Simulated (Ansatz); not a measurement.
Reaction (redistribution): `OBB[SiH3]` + `O[SiH2]S` → `OBBS` + `O[SiH2][SiH3]`

Gas-phase electronic energies from Ansatz, PBE0-D4/def2-TZVP geometries. CCSD(T)/CBS is the MP2 limit (def2-TZVPP, def2-QZVPP) plus CCSD(T) − MP2 in def2-TZVPP, frozen cores. DFT in def2-TZVPP. HSE06 is defined as in plane-wave codes. One conformer a species, not always the lowest.

| level | ΔE (kJ/mol) | difference from CCSD(T)/CBS |
| --- | --- | --- |
| r2SCAN-D4 | -33.9 | -1.5 |
| B97M-V | -30.8 | 1.6 |
| PBE0-D4 | -36.8 | -4.4 |
| HSE06-D4 | -36.8 | -4.4 |
| BHLYP-D4 | -30.7 | 1.7 |
| r2SCANh | -33.3 | -0.9 |
| HSE06 | -36.6 | -4.2 |
| RPA@PBE/def2-TZVPP | -39.4 | -7.0 |
| MP2/def2-SVP | -46.5 | -14.1 |
| HF/def2-QZVPP | -22.7 | 9.7 |
| CCSD(T)/CBS | -32.4 | 0 |

Largest T1 diagnostic among the species: 0.016.

From BLYP to BHLYP (50 % exact exchange), in def2-TZVPP and without D4, ΔE moves by +7.1 kJ/mol. In def2-TZVPP, CCSD(T) changes the Hartree–Fock value by −11.9 kJ/mol (the triples alone add −2.8 kJ/mol) and MP2 by −10.1 kJ/mol.
